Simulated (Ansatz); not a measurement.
Start from `C[S][SnH2][S]C` and change one atom or group to get `C[S][SnH3]`.

Ansatz, PBE0-D4/def2-TZVP geometries, multiplicity 1. Each molecule was computed in one conformer, which needn't be the lowest.

Elements past krypton have def2 core potentials.

```
                                      property  `C[S][SnH2][S]C`
         HOMO–LUMO gap (B3LYP/def2-TZVPP) / eV              5.54
           HOMO energy (B3LYP/def2-TZVPP) / eV             -6.52
             HOMO energy (PBE/def2-TZVPP) / eV             -5.56
size of the dipole moment (PBE/def2-TZVPP) / D              2.18
       HOMO–LUMO gap (ωB97M-V/def2-TZVPP) / eV              9.95
             LUMO energy (PBE/def2-TZVPP) / eV             -1.57
```

Task: What does the change do to each property? (Best estimate.)

Result: Ansatz gave: 
```tsv
property	`C[S][SnH3]`	shift
HOMO–LUMO gap (B3LYP/def2-TZVPP) / eV	5.80	0.26
HOMO energy (B3LYP/def2-TZVPP) / eV	-6.49	0.03
HOMO energy (PBE/def2-TZVPP) / eV	-5.52	0.04
size of the dipole moment (PBE/def2-TZVPP) / D	1.39	-0.79
HOMO–LUMO gap (ωB97M-V/def2-TZVPP) / eV	10.03	0.08
LUMO energy (PBE/def2-TZVPP) / eV	-1.25	0.32
```

Dipoles are sizes alone; their direction can turn.

B3LYP here is the variant with VWN-RPA as its local correlation; programs differ in this.
